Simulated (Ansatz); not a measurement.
## Isomers

Structures of Al₂H₄Se, singlet, relaxed at PBE0-D4/def2-TZVP (vibrations not checked; lower isomers may exist, and structures with a doubtful reference or unclear bonds are left out). Program: Ansatz 0.2.0. Basis: def2-TZVPP. Cores are frozen in the correlated methods. Filled d shells of the heavier atoms are correlated. The def2 sets are not built for correlating such inner shells, so the correlated values are less sure here. B3LYP uses VWN-RPA correlation.

(1) Rank them by CCSD(T) energy, lowest first, and give each one's height above the lowest. Links in brackets join atoms within 1.22 times the sum of their covalent radii (1.1 for two metals). (Judge from chemistry; the value comes from the calculation.)
A.
Al₂H₄Se ([AlH2][AlH][SeH])
```
7
angstrom
Al -1.1675 -0.0916 -1.5031
Al 0.6831 -0.2497 0.2939
Se 0.3581 0.9606 2.2589
H -2.3861 -1.1170 -1.5337
H -1.1388 1.0353 -2.6285
H 1.6278 0.5187 2.8506
H 2.0378 -1.0810 0.2290
```
B.
a complex of AlH₂Se ([Al][SeH2]) + AlH₂
```
7
angstrom
Al -1.1610 0.3210 -0.8318
Al 0.4089 0.5969 1.3334
Se 1.9802 -0.8401 -0.1674
H -2.1495 -0.9445 -0.9518
H -1.4135 1.4290 -1.9667
H 1.5100 -2.0308 -0.9125
H 2.9034 -1.6875 0.6270
```
C.
Al₂H₄Se ([AlH2][Se][AlH2])
```
7
angstrom
Al -1.4275 0.2795 -0.9550
Se 0.8391 -0.0072 -1.3435
Al 1.4830 -0.2802 0.8659
H -2.3306 0.5135 -2.2305
H -2.0008 0.2376 0.5169
H 3.0261 -0.5089 1.1204
H 0.4106 -0.2343 2.0258
```
D.
Al₂H₄Se ([H]1[AlH]2[SeH][AlH]12)
```
7
angstrom
Al -0.5501 -0.0123 -0.6954
Al 0.3736 0.1065 1.4165
Se 1.6052 -1.3261 -0.2975
H -1.4893 -0.3159 -1.9238
H -0.9096 -0.9815 0.7809
H 0.6461 -0.0208 2.9631
H 2.5323 -0.2824 -0.7626
```

(2) Do PBE-D4, r2SCAN-D4, PBE0-D4, B3LYP-D4, wB97M-V, HF, MP2 give the same order? (Judge from chemistry; the calculation decides.)

The T1 diagnostic stays at or below 0.014. The restricted Hartree–Fock reference is unstable towards an unrestricted one at one or more of these structures.

For scale, one of the runs: CCSD(T)/def2-TZVPP, 188 basis functions, launched by `ansatz run in.yaml --threads 2 --pin off --events-out ev --progress --plain --max-ram 4352MiB`. The run took 59 s on 2 CPU threads of an Arm Neoverse V1 (shared host), with 1.8 GiB of host memory at its peak.

## Answers

(1) By the calculation: C (0.0 kJ/mol), A (121.2 kJ/mol), D (157.2 kJ/mol), B (341.1 kJ/mol). Heights count from the lowest.

(2) By the calculation: All do.
